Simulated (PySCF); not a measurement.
SMILES BrB(Br)Cl, PBE0/def2-SVP optimised geometry.

```
4

B     -0.48    -0.07     0.00
Cl    -1.35    -1.58     0.00
Br     1.43    -0.07     0.00
Br    -1.43     1.58     0.00
```

Density from PBE0/def2-TZVP in PySCF at that geometry.

Minimum of the electron density along straight lines between bonded atoms, close to the bond critical point (lines longer than 1.1 times the sum of covalent radii, or with two minima, are not listed):

```csv
bond,length / Å,ρ at the minimum / e bohr⁻³,∇²ρ there / e bohr⁻⁵,position (fraction from the first atom)
B1–Cl2,1.740,[?],[?],0.30
B1–Br3,1.900,0.142,-0.28,0.31
B1–Br4,1.900,0.142,-0.28,0.31
```

Q: Complete the blanks.

A: 
- B1–Cl2, ρ at the minimum / e bohr⁻³: 0.158
- B1–Cl2, ∇²ρ there / e bohr⁻⁵: -0.03
